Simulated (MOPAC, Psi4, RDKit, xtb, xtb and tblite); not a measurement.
Two geometries of SMILES C=Cc1ccc(OC)cc1, singlet, relaxed at GFN2-xTB with one dihedral held; other torsions can differ between them too.

Structure A

```
20

C     -3.7599     0.4836    -0.6935
C     -2.7558    -0.3703    -0.5312
C     -1.3642    -0.0438    -0.2527
C     -0.8870     1.2624    -0.1660
C      0.4415     1.5308     0.1026
C      1.3388     0.4866     0.3040
O      2.6714     0.6387     0.5448
C      3.1436     1.9115     0.9142
C      0.8777    -0.8272     0.2079
C     -0.4469    -1.0819    -0.0636
H     -3.6351     1.5510    -0.6315
H     -4.7595     0.1392    -0.8963
H     -2.9586    -1.4324    -0.6032
H     -1.5599     2.0922    -0.3175
H      0.7680     2.5580     0.1570
H      4.1842     1.7694     1.2019
H      3.0974     2.6185     0.0789
H      2.5832     2.3160     1.7629
H      1.5837    -1.6301     0.3514
H     -0.7858    -2.1061    -0.1295
```

Structure B

```
20

C     -3.7363     0.5288    -0.7376
C     -2.7692    -0.3438    -0.4800
C     -1.3650    -0.0443    -0.2309
C     -0.8628     1.2557    -0.1542
C      0.4743     1.4873     0.0918
C      1.3572     0.4233     0.2497
O      2.6903     0.7028     0.4583
C      3.2367     0.2232     1.6666
C      0.8710    -0.8779     0.1829
C     -0.4695    -1.1010    -0.0563
H     -3.5665     1.5904    -0.7902
H     -4.7486     0.2060    -0.9105
H     -3.0133    -1.3992    -0.4504
H     -1.5269     2.0976    -0.2728
H      0.8602     2.4938     0.1492
H      4.2719     0.5596     1.6820
H      2.7047     0.6384     2.5297
H      3.2130    -0.8695     1.7282
H      1.5445    -1.7134     0.3049
H     -0.8334    -2.1174    -0.1134
```

Q: Which is lower in energy at the level PBE0-D3(BJ)/def2-SVP // GFN2-xTB run with Psi4, and by how much?

A: A is lower, by 3.13 kcal/mol (dihedral C5–C6–O7–C8: 15° in A, 120° in B).

E(B) − E(A) in kcal/mol at the other levels, on the same two geometries: GFN2-xTB (xtb and tblite) 3.57; MMFF94 // GFN2-xTB (RDKit) 2.01; PBE0/def2-SVP // GFN2-xTB (Psi4) 3.15; PBE/def2-SVP // GFN2-xTB (Psi4) 3.58; PBE-D3(BJ)/def2-SVP // GFN2-xTB (Psi4) 3.58; UFF // GFN2-xTB (RDKit) 3.10; PM3, restricted, heats of formation // GFN2-xTB (MOPAC) 0.86; AM1, restricted, heats of formation // GFN2-xTB (MOPAC) 1.11; GFN1-xTB // GFN2-xTB (xtb) 2.57.
